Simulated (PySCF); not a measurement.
Compound: C6H8F2 (charge +1 and doublet state).
Geometry (GFN2-xTB, Å), atoms numbered from 1 in this order:
```xyz
16
C6H8F2 angstrom
C      2.8923   -0.7051   -0.1874
C      1.7934   -0.0488   -0.2299
C      0.6550    0.6322   -0.2777
C     -0.5365    0.3427    0.5519
C     -1.7039    1.2821    0.3407
C     -0.9964   -1.1469    0.4381
F      0.0574   -1.9727    0.5821
F     -1.8639   -1.4238    1.4126
H      2.9638   -1.7494   -0.4774
H      3.8346   -0.2800    0.1425
H      0.5823    1.4624   -0.9756
H     -0.1950    0.4118    1.6037
H     -2.1010    1.2152   -0.6724
H     -2.5125    1.0318    1.0257
H     -1.4020    2.3135    0.5121
H     -1.4752   -1.3560   -0.5329
```

The hyperfine couplings belong to this conformer and change with its torsions.

The species is `[CH2+][C]=C[C@@H](C)C(F)F` [radical] (charge +1).

Method: UKS B3LYP, pcH-1 on C F H, non-relativistic, mean-field spin-orbit, GIAO in PySCF. Isolated species at its GFN2-xTB geometry (one conformer only). Couplings are sensitive to structure, and on GFN2-xTB geometries they can be far from those on DFT ones, by a factor of two or more for some ions and for spin on atoms past the first row. No stability test was run, so a lower SCF solution isn't excluded.

Principal values of hyperfine tensors in MHz (contact and dipolar terms together), for some of the nuclei:

| atom | isotope | A1 | A2 | A3 |
| --- | --- | --- | --- | --- |
| H12 | 1H | 132.33 | 139.05 | 143.68 |
| H9 | 1H | 73.02 | 75.68 | 99.78 |
| H10 | 1H | 72.20 | 74.58 | 99.08 |
| H11 | 1H | 7.41 | 15.76 | 45.23 |
| C6 | 13C | 10.91 | 11.98 | 22.45 |
| H16 | 1H | 10.57 | 12.43 | 16.60 |
| C3 | 13C | -22.23 | -18.34 | 79.01 |
| C1 | 13C | -32.45 | -26.48 | 25.29 |

Question: Give the isotropic coupling of each nucleus in MHz and in mT (g = 2.0030), and the anisotropic part.

Answer: a_iso = (A1 + A2 + A3)/3, Ti = Ai − a_iso; 1 mT corresponds to 28.035 MHz.

| atom | a_iso (MHz) | a_iso (mT) | T1 | T2 | T3 |
| --- | --- | --- | --- | --- | --- |
| H12 | 138.35 | 4.935 | -6.02 | 0.69 | 5.32 |
| H9 | 82.83 | 2.954 | -9.81 | -7.15 | 16.95 |
| H10 | 81.95 | 2.923 | -9.75 | -7.37 | 17.13 |
| H11 | 22.80 | 0.813 | -15.39 | -7.04 | 22.43 |
| C6 | 15.11 | 0.539 | -4.20 | -3.14 | 7.34 |
| H16 | 13.20 | 0.471 | -2.63 | -0.77 | 3.40 |
| C3 | 12.81 | 0.457 | -35.04 | -31.15 | 66.20 |
| C1 | -11.21 | -0.400 | -21.24 | -15.27 | 36.51 |

Question: What spin density at the nucleus of C3 lies behind its contact coupling (g_N = 1.40482)?

Answer: a_FC = (2μ0/3) gₑ μB g_N μN ρ(0)/(2S·h) = 800.24 MHz × g_N × ρ(0)/(2S), with ρ in bohr⁻³. With a_FC = 12.81 MHz and 2S = 1, ρ(0) = 0.0114 bohr⁻³.

Question: F7 (19F, g_N = 5.25774) isn't in the table. Its spin density at the nucleus is 0.0078 bohr⁻³. What is its contact coupling?

Answer: By the same relation, a_FC = 32.8 MHz. Its full tensor has the principal values 18.31, 20.81, 59.34 MHz.

Question: Name the largest traceless tensor T of the table and describe it.

Answer: C3: -35.0, -31.2, 66.2 MHz, nearly axial, close to the ratio −1:−1:+2, the form that spin in one p orbital centred on that nucleus gives.

Question: What first-order splitting does H10 cause when the field lies along A1, A2 or A3 of its tensor (g taken as isotropic, no quadrupole term)?

Answer: 2 lines (I = 1/2), spaced by |A_i|/(g × 13.996): 2.58, 2.66, 3.53 mT along the axes of A1, A2 and A3.

Hardware: an Arm Neoverse V1 with one thread, no GPU (shared host). Cost: 71 s (with the writing of density and orbital grids), 0.97 GiB resident at most.
